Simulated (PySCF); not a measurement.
## Structure elucidation problem

Molecular formula: C₈H₄ClF₃O. Simulated spectra:

¹H NMR (400 MHz, computed): δ 8.77 (d, 2H), 8.19 (m, 2H).

¹³C{¹H} NMR (computed): δ 176.4, 144.3, 139.5, 139.2, 132.9, 132.6.

- structure optimised with GFN2-xTB
- σ from GIAO-PBE0/pcSseg-1
- program: PySCF 2.14.0 with density-fitted response routines
- one computed conformer, no solvent model, one averaged value for each set of equivalent atoms, non-relativistic Hamiltonian

Scale: ¹H (σref 31.72), ¹³C (σref 186.93) vs TMS (reference shieldings calculated alike).

Q: Which of these isomers gave the spectra?
A. Oc1ccc(C(F)=C(F)F)c(Cl)c1
B. O=C(Cl)c1ccc(C(F)(F)F)cc1
C. O=C(Cl)c1ccccc1C(F)(F)F

A: B. 

1. Rings plus π bonds: 5 (1 ring in the answer).
2. 6 carbon signals for 8 carbons: some carbons are equivalent by symmetry or fast rotation.
3. Carbon types of the structure: 4 × C, 4 × CH, which accounts for all hydrogens.
4. δC 176.4: carbonyl carbon.
5. δC 144.3, 139.2: substituted aromatic carbon.
6. δC 139.5, 132.6: aromatic CH; the aromatic region.
7. δC 132.9: CF3 carbon; 3 electronegative neighbours deshield it.
8. δH 8.77, 8.19: hydrogen on an aromatic CH.

The others: O=C(Cl)c1ccccc1C(F)(F)F would give 8 carbon signals, not 6; Oc1ccc(C(F)=C(F)F)c(Cl)c1 would give 8 carbon signals, not 6.

Carbons that carry Cl, above all several Cl atoms, come out too deshielded, partly because spin–orbit coupling is missing. Splittings by ¹⁹F in the carbon and heteronuclear signals aren't shown, as no couplings were computed. Shifts are as computed. Against solution values, carbons near 30 ppm lie about +3 ppm off and those near 130 ppm about +5 ppm; carbons on Cl a further +6 ppm. Of 1211 compounds with measured shifts, 218 miss one by over three times the rms of a fit or turn the order of signals round; such compounds aren't used in these exercises. No couplings were computed; multiplicities are counted from neighbouring protons, with m where these are inequivalent, close in shift, in a saturated or five-membered ring or joined by F or P, and br s for small geminal =CH2 splittings.
